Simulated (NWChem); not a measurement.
Molecule: C3H6Si; SMILES C#C[SiH2]C

All runs: NWChem. Medium grid unless said otherwise, to which SCAN and Minnesota functionals are sensitive. Geometry: optimised at PBE-D3(BJ)/def2-SVP. Total energies of different functionals are on different scales.

```json
[
 {"level": "B3LYP/def2-TZVP", "energy (Ha)": "-407.4482", "highest occupied level (eV)": "-7.82", "orbital gap (eV)": "7.45", "dipole (D)": "0.75"},
 {"level": "PBE/def2-TZVP", "energy (Ha)": "-407.0995", "highest occupied level (eV)": "…", "orbital gap (eV)": "5.78", "dipole (D)": "0.80"},
 {"level": "M06-L/def2-TZVP", "energy (Ha)": "-407.4008", "highest occupied level (eV)": "-7.00", "orbital gap (eV)": "6.34", "dipole (D)": "0.78"},
 {"level": "OLYP/def2-TZVP", "energy (Ha)": "-407.3642", "highest occupied level (eV)": "-6.69", "orbital gap (eV)": "5.82", "dipole (D)": "0.79"},
 {"level": "MPW1K/def2-TZVP", "energy (Ha)": "-407.3930", "highest occupied level (eV)": "-8.94", "orbital gap (eV)": "9.43", "dipole (D)": "0.77"},
 {"level": "SCAN/def2-TZVP", "energy (Ha)": "-407.3778", "highest occupied level (eV)": "-7.09", "orbital gap (eV)": "6.27", "dipole (D)": "0.81"},
 {"level": "LDA (Slater exchange, PW92)/def2-TZVP", "energy (Ha)": "-405.1268", "highest occupied level (eV)": "-7.00", "orbital gap (eV)": "5.71", "dipole (D)": "0.81"},
 {"level": "MN15/def2-TZVP", "energy (Ha)": "-407.1534", "highest occupied level (eV)": "-8.78", "orbital gap (eV)": "9.17", "dipole (D)": "0.82"}
]
```

Task: What belongs in the gaps?

Result: 
- PBE/def2-TZVP, highest occupied level (eV): -6.86
